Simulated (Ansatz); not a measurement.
Stretching the Te1–F3 bond in FHTe (SMILES F[TeH]) (multiplicity 1 held, fragments rigid). Energies count from the point at 1.928 Å.
Geometry at that point (charge 0, multiplicity 1):
```xyz
3

Te     0.1852    -0.0606     0.2005
H      1.3119    -0.3094    -1.0040
F     -1.2157     0.3844    -1.0470
```

Signs of static correlation in def2-TZVPP, from Ansatz (a quantum-chemistry and plane-wave program) runs.

```json
[
 {"R (Å)": "1.542", "T1 of restricted CCSD": "0.010", "⟨S²⟩ of UHF": "0.000", "largest double amplitude of restricted CCSD": "0.046"},
 {"R (Å)": "1.735", "T1 of restricted CCSD": "0.012", "⟨S²⟩ of UHF": "0.000", "largest double amplitude of restricted CCSD": "0.047"},
 {"R (Å)": "1.928", "T1 of restricted CCSD": "0.014", "⟨S²⟩ of UHF": "0.000", "largest double amplitude of restricted CCSD": "0.055"},
 {"R (Å)": "2.121", "T1 of restricted CCSD": "0.018", "⟨S²⟩ of UHF": "0.000", "largest double amplitude of restricted CCSD": "0.058"},
 {"R (Å)": "2.313", "T1 of restricted CCSD": "0.023", "⟨S²⟩ of UHF": "0.306", "largest double amplitude of restricted CCSD": "0.064"},
 {"R (Å)": "2.603", "T1 of restricted CCSD": "0.037", "⟨S²⟩ of UHF": "0.831", "largest double amplitude of restricted CCSD": "0.162"},
 {"R (Å)": "2.892", "T1 of restricted CCSD": "0.058", "⟨S²⟩ of UHF": "0.948", "largest double amplitude of restricted CCSD": "___"},
 {"R (Å)": "3.374", "T1 of restricted CCSD": "0.109", "⟨S²⟩ of UHF": "1.006", "largest double amplitude of restricted CCSD": "0.469"},
 {"R (Å)": "3.856", "T1 of restricted CCSD": "0.160", "⟨S²⟩ of UHF": "1.016", "largest double amplitude of restricted CCSD": "___"},
 {"R (Å)": "4.434", "T1 of restricted CCSD": "0.191", "⟨S²⟩ of UHF": "1.016", "largest double amplitude of restricted CCSD": "1.055"},
 {"R (Å)": "5.205", "T1 of restricted CCSD": "0.195", "⟨S²⟩ of UHF": "1.016", "largest double amplitude of restricted CCSD": "1.172"},
 {"R (Å)": "6.169", "T1 of restricted CCSD": "0.185", "⟨S²⟩ of UHF": "1.016", "largest double amplitude of restricted CCSD": "1.170"}
]
```

Question: What belongs in the gaps?

Answer: 
- 2.892, largest double amplitude of restricted CCSD: 0.245
- 3.856, largest double amplitude of restricted CCSD: 0.780

Doubts at one or more of the structures used: a restricted determinant that unrestricted orbitals would lower (R-CCSD(T)/def2-TZVPP); T1 above 0.05 (R-CCSD(T)/def2-TZVPP, U-CCSD(T)/def2-TZVPP); other coupled-cluster roots lie near (R-CCSD(T)/def2-TZVPP); a spin-contaminated determinant (U-CCSD(T)/def2-TZVPP).
